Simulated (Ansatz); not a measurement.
Cost and result for the atomization energy of `C[Si](F)(Cl)[O][AlH2]` (11 atoms, 10 bonds).

```xyz
11

C     0.506    1.922    0.005
Si    0.511    0.180    0.590
F     2.012   -0.341    0.679
Cl   -0.245    0.065    2.494
O    -0.317   -0.801   -0.370
Al   -1.100   -2.223   -0.862
H     0.937    1.982   -0.997
H    -0.515    2.308   -0.035
H     1.089    2.557    0.674
H    -1.852   -2.157   -2.247
H    -1.026   -3.492    0.070
```

Total charge 0; spin multiplicity 1. Geometry: relaxed with PBE0-D4/def2-TZVP. It is one conformer, not always the lowest. Program: Ansatz. All runs use 4 threads of an Arm Neoverse V1 on a shared host. Times are those of one run each, without the atoms' runs, and a repeat can differ threefold. Electronic energies, without spin–orbit coupling; frozen cores. CCSD(T)/CBS adds CCSD(T) − MP2 in def2-TZVPP to the MP2 limit, and its time is that of the two runs behind it. T1 = 0.011. B3LYP takes the VWN-RPA correlation (the form of Gaussian; ORCA's B3LYP/G).

CCSD(T)/CBS is a level of theory with its own doubt, some kJ/mol a heavy atom from the limit and from the frozen cores, so smaller differences don't rank the functionals.

```json
{"level": "PBE-D4/def2-TZVPP (with forces)", "functions": "289", "wall time": "3.9 s", "atomization (kJ/mol)": "4164.2", "difference from CCSD(T)/CBS": "-9.7", "per bond": "-1.0"}
{"level": "PBE0-D4/def2-TZVPP", "functions": "289", "wall time": "6 s", "atomization (kJ/mol)": "4111.9", "difference from CCSD(T)/CBS": "-62.0", "per bond": "-6.2"}
{"level": "r2SCAN-D4/def2-TZVPP (with forces)", "functions": "289", "wall time": "8 s", "atomization (kJ/mol)": "4170.4", "difference from CCSD(T)/CBS": "-3.5", "per bond": "-0.3"}
{"level": "B3LYP-D4/def2-TZVPP (with forces)", "functions": "289", "wall time": "9 s", "atomization (kJ/mol)": "4126.8", "difference from CCSD(T)/CBS": "-47.1", "per bond": "-4.7"}
{"level": "B2PLYP/def2-TZVPP", "functions": "289", "wall time": "9 s", "atomization (kJ/mol)": "4102.7", "difference from CCSD(T)/CBS": "-71.2", "per bond": "-7.1"}
{"level": "ωB97X-V/def2-TZVPP", "functions": "289", "wall time": "13 s", "atomization (kJ/mol)": "4169.7", "difference from CCSD(T)/CBS": "-4.2", "per bond": "-0.4"}
{"level": "ωB97M-V/def2-TZVPP (with forces)", "functions": "289", "wall time": "19 s", "atomization (kJ/mol)": "4169.8", "difference from CCSD(T)/CBS": "-4.1", "per bond": "-0.4"}
{"level": "MP2/def2-QZVPP", "functions": "531", "wall time": "35 s", "atomization (kJ/mol)": "4228.9", "difference from CCSD(T)/CBS": "55.0", "per bond": "5.5"}
{"level": "CCSD(T)/def2-TZVPP", "functions": "289", "wall time": "7 min", "atomization (kJ/mol)": "4056.0", "difference from CCSD(T)/CBS": "-117.9", "per bond": "-11.8"}
{"level": "CCSD(T)/CBS(def2)", "functions": "–", "wall time": "7.6 min", "atomization (kJ/mol)": "4173.9", "difference from CCSD(T)/CBS": "0.0", "per bond": "0.0"}
```

In def2-TZVPP, CCSD(T) changes the Hartree–Fock value by +903.9 kJ/mol (the triples alone add +53.7 kJ/mol) and MP2 by +1005.0 kJ/mol; breaking electron pairs costs correlation energy, which Hartree–Fock lacks. The D4 term adds +45.8 kJ/mol with B3LYP and +24.3 kJ/mol with PBE0; it sums over pairs of atoms, weighted by their polarisabilities, and B3LYP, whose exchange is more repulsive, gets the larger term. From PBE to PBE0 (25 % exact exchange), in def2-TZVPP and without D4, the atomization energy moves by −48.2 kJ/mol: exact exchange takes away binding that semilocal exchange gives to molecules.
